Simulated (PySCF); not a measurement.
An unknown shows these calculated signals:

1H NMR (400 MHz, computed): δ 5.59 (m, 2H), 3.48 (m, 3H), 2.68 (m, 6H).

13C{1H} NMR (computed): δ 129.1 (CH), 41.5 (CH3).

Computational details: structure optimised with GFN2-xTB, NMR shieldings at PBE0/pcSseg-1/GIAO, in PySCF 2.14.0 with density-fitted response routines (non-relativistic Hamiltonian, single conformer, in vacuum, equivalent nuclei averaged).

Shifts are taken against calculated references (same method and geometry level): 1H and 13C against TMS.

Task: Which of these does the molecule contain: an amide, a Si–H bond, an N-methyl group, a non-aromatic C=C double bond, a carboxylic acid, an aldehyde?

Result: 
- An amide: no.
- A Si–H bond: yes (δH 3.48 (m)).
- An N-methyl group: yes (δC 41.5; δH 2.68 (m)).
- A non-aromatic C=C double bond: yes.
- A carboxylic acid: no.
- An aldehyde: no.

The data belong to `CN1C=CN(C)P1[SiH3]`, C4H11N2PSi; they needn't prove each group on their own.

Carbon signals by region: 1 in the sp2 and nitrile region (100–160 ppm), 1 below 50 ppm.

Splittings by 31P in the carbon and heteronuclear signals aren't shown, as no couplings were computed. Shifts are as computed. Against solution values, carbons near 30 ppm lie about +3 ppm off and those near 130 ppm about +5 ppm. Of 1211 compounds with measured shifts, 218 miss one by over three times the rms of a fit or turn the order of signals round; such compounds aren't used in these exercises. Multiplicities follow the n + 1 count of equivalent neighbours, as no J values were calculated; m marks all less simple cases, F and P coupling included.
